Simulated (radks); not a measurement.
The numbers below are computed, except where a source is named.
Task: Valence configurations of Cs I (all share [Xe]). Code: a radial shooting solver on a logarithmic mesh with Libxc functionals. Model: scalar-relativistic Kohn-Sham, r2SCAN, spin-polarised, spherical densities, finite nucleus; open shells are filled with parallel spins first (spin-orbit coupling, left out, can overturn this in heavy ions); meta-GGA in the generalised Kohn-Sham scheme; Fermi nuclear charge, rms radius 4.8041 fm. Order these by energy: 6p1; 6s1; 5d1; 4f0.5 6p0.5.

Result: From the lowest, in eV above it: 6s1 0.000; 6p1 1.374; 5d1 1.788; 4f0.5 6p0.5 2.145. NIST lists [Xe] 6s1 as the ground configuration; this level of theory agrees among the configurations tried. The energies are those of spherical high-spin densities, not of single terms. No valid solution was reached for [Xe] 4f0.5 6s0.5; [Xe] 4f1.
